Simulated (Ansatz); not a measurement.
C$_{2}$H$_{8}$SiTe (`CC[Te][SiH3]`) from Hartree–Fock to CCSD(T)

Cartesian coordinates in Å:
```
C 0.5799 1.5177 1.5809
C 0.0503 0.3439 0.7856
Te 0.5344 0.5699 -1.3138
Si -0.5331 -1.5677 -1.9859
H 1.6661 1.5995 1.5009
H 0.3321 1.3987 2.6399
H 0.1458 2.4611 1.2424
H -1.0344 0.2673 0.8528
H 0.4929 -0.5968 1.1115
H -0.3500 -1.6957 -3.4535
H 0.1003 -2.7253 -1.2999
H -1.9844 -1.5724 -1.6609
```

Charge 0, multiplicity 1. Correlated methods include outer-core shells of Te, which these sets cover unevenly. Te: def2 effective core potential. All single points use the PBE0-D4/def2-TZVP geometry. It is one conformer, not always the lowest. Frozen core, restricted reference, Ansatz.

```
     basis     HF (Eh)  MP2 corr.  CCSD corr.       (T)  CCSD(T) total
  def2-SVP  -636.17598   -0.51623    -0.57661  -0.01708     -636.76967
def2-TZVPP  -636.37886   -0.95430    -0.97599  -0.03167     -637.38652
def2-QZVPP  -636.39363   -1.14635           –         –              –
```
